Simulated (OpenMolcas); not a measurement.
An OpenMolcas run meant for Kr+ (ANO-RCC-VQZP, DKH2; inactive shells 1s 2s 2p 3s 3p 3d; intended active space 7 electrons in 4 orbitals (4s 4p)). One step of its input:

```
&RASSCF
FileOrb=start.orb
Symmetry=2
Spin=3
nActEl=7 0 0
Inactive=8 6
Ras2=1 3
CIRoot=3 3 1
SDav=3
CIMx=300
Iter=100 100
PrWF=0.3
OrbListing=Nothing
MaxOrb=0
Atom
CIOnly
>>> COPY $Project.JobIph JOB001
```

Lines from the output:

```
--- SEWARD ---
Basis set label: KR.ANO-RCC...7S6P4D2F1G.

      Electronic valence basis set:
      ------------------
      Associated Effective Charge  36.000000 au
      Associated Actual Charge     36.000000 au
      Nuclear Model: Point charge

      Shell  nPrim  nBasis  Cartesian Spherical Contaminant
         s      20       7        X
         p      17       6        X
         d      11       4                 X
         f       4       2                 X
         g       2       1                 X
                  Relativistic Douglas-Kroll-Hess integrals:
                    - DKH order of Hamiltonian: 2
                    - DKH order of Properties : 0
                  Atomic mean-field integrals
--- RASSCF ---

 Nr of active orbitals     NAC=   4
 Spin degeneracy         ISPIN=   3
 There can be no such wave function.
 ************************************************
--- Stop Module: rasscf at  /rc=_RC_INPUT_ERROR_ ---
.####################.
.# User input error #.
.####################.
```

Problem. What is wrong with the input?

Solution. The spin multiplicity does not fit the number of active electrons: an even count needs an odd multiplicity and the reverse.
